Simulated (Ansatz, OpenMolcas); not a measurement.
# CH5AlO2 (SMILES C[Al](O)O): the HOMO–LUMO gap, rung by rung

CH5AlO2 has 9 atoms, charge 0, and is taken as a singlet. SMILES: `C[Al](O)O`. The coordinates come from a PBE0-D4/def2-TZVP relaxation. This is one conformer, not always the lowest.

Quantity: the HOMO–LUMO gap, in eV. The values are calculated.

```
             level                    kind     program  value (eV)
     BLYP/def2-SVP                     GGA      Ansatz        6.01
    M06-L/def2-SVP                meta-GGA  OpenMolcas        7.32
     TPSS/def2-SVP                meta-GGA  OpenMolcas        6.49
   r2SCAN/def2-SVP                meta-GGA      Ansatz        7.17
    BHLYP/def2-SVP           global hybrid      Ansatz       10.57
  r2SCAN0/def2-SVP         hybrid meta-GGA      Ansatz        9.21
CAM-B3LYP/def2-SVP  range-separated hybrid      Ansatz       10.88
    HSE06/def2-SVP  range-separated hybrid      Ansatz        7.90
```

The values span 6.01 to 10.88 eV. Orbital gaps aren't excitation energies; they tend to grow with the share of exact exchange.
